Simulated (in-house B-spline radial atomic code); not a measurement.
## How G0W0 and RPA depend on the start: Kr IX (Kr8+)

Configuration [Ar] 3d10. Computed with a B-spline radial code for spherical atoms: all electrons, non-relativistic, point nucleus, each spin shell either full or empty, empty states to l = 9 with an (l + 1/2)⁻⁴ tail; G0W0 by contour deformation at full frequency.

| start | mean-field 3d (eV) | G0W0 (eV) | QP weight | RPA correlation (Eh) |
| --- | --- | --- | --- | --- |
| Hartree-Fock | -237.06 | -235.55 | 0.981 | -1.9756 |
| LDA VWN5 | -216.66 | -235.50 | 0.970 | -2.1208 |
| PBE | -216.36 | ? | ? | ? |
| PBE0 | -221.93 | -235.38 | 0.974 | -2.0792 |
| r2SCAN | -217.65 | -235.11 | 0.972 | -2.0899 |
| HSE06 | -221.42 | -235.43 | 0.973 | -2.0809 |
| B3LYP (VWN-RPA) | -220.90 | -235.43 | 0.973 | -2.0883 |
| SCAN | -217.62 | -235.00 | 0.972 | -2.0881 |
| TPSS | -216.32 | ? | ? | ? |
| BHandHLYP | -227.34 | -235.50 | 0.976 | -2.0439 |
| CAM-B3LYP | -222.88 | -235.54 | 0.974 | -2.0789 |
| LC-wPBE | -222.24 | -235.72 | 0.974 | -2.0876 |
| wB97X | -223.30 | -235.26 | 0.975 | -2.0735 |
| PBEsol | -216.29 | -235.38 | 0.970 | -2.1185 |
| BLYP | -216.22 | -235.37 | 0.970 | -2.1194 |
| r2SCAN0 | -222.87 | -235.22 | 0.975 | -2.0602 |
| LDA exchange-only | -214.33 | -235.73 | 0.969 | -2.1214 |

Question: What G0W0 level, weight and RPA correlation energy follow from the TPSS start?

Answer: G0W0 level -235.41 eV, weight 0.970, RPA correlation -2.1093 hartree.

Question: What G0W0 level, weight and RPA correlation energy follow from the PBE start?

Answer: G0W0 level -235.32 eV, weight 0.970, RPA correlation -2.1178 hartree.

Question: How much of the dependence on the start does G0W0 remove?

Answer: The mean-field levels span 22.7 eV and the G0W0 levels 0.727 eV. Against 233 ± 0.7 eV (NIST, semi-empirical) the G0W0 removal energies are off by +2.00 to +2.73 eV, with relativity, Breit and QED terms left out.
